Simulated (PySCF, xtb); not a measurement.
germylsulfanylgermane (Ge₂H₆S), SMILES [GeH3][S][GeH3].

xtb with GFN2-xTB at its own geometry gives an orbital gap of 5.31 eV and a dipole moment of 1.99 D.

Geometry optimised at B3LYP-D3(BJ)/def2-SVP.

Problem. What does PBE/def2-TZVP run with PySCF give? (An estimate is asked for; the answer gives what the named calculation found.)

Solution. gap 4.84 eV (levels -5.99 and -1.15 eV), dipole 1.19 D.
